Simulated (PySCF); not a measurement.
C2H6GeO2, SMILES C=C[O][GeH2][OH].

Coordinates come from a r2SCAN-D4/def2-SVP optimisation. This is a generated structure with no PubChem entry under its InChIKey; it may be hypothetical. One conformer was computed; it need not be the lowest.

Computed with ωB97X/def2-TZVP run with PySCF.

Gas-phase values at a fixed geometry.

* **total energy**: -2307.36477 hartree
* **highest occupied level**: -8.99 eV
* **lowest empty level**: 2.31 eV
* **orbital gap**: 11.29 eV
* **dipole moment**: 1.31 D
* **quadrupole, principal values (traceless, Buckingham form, about the centre of nuclear charge)**: -8.59, 2.18, 6.41 D·Å
* **mean static polarisability**: 60.8 bohr³ (9.02 Å³)
* **polarisability, principal values**: 48.5, 53.6, 80.4 bohr³
